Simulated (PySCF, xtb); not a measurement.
Al(Me)2(vinyl) (C4H9Al), SMILES [CH]([Al]([CH3])[CH3])=C.

GFN2-xTB run with xtb 6.7.1 at its own geometry gives an orbital gap of 3.78 eV and a dipole moment of 0.44 D.

Coordinates come from a B3LYP-D3(BJ)/def2-SVP optimisation. The structure was generated by enumeration; whether it is a known compound was not checked. The values are those of a single conformer.

**Question.** What does PySCF with PBE/def2-TZVP give? (The exact figures need the calculation; the answer reports its results.)

**Answer.** gap 4.38 eV (levels -6.33 and -1.95 eV), dipole 0.05 D.
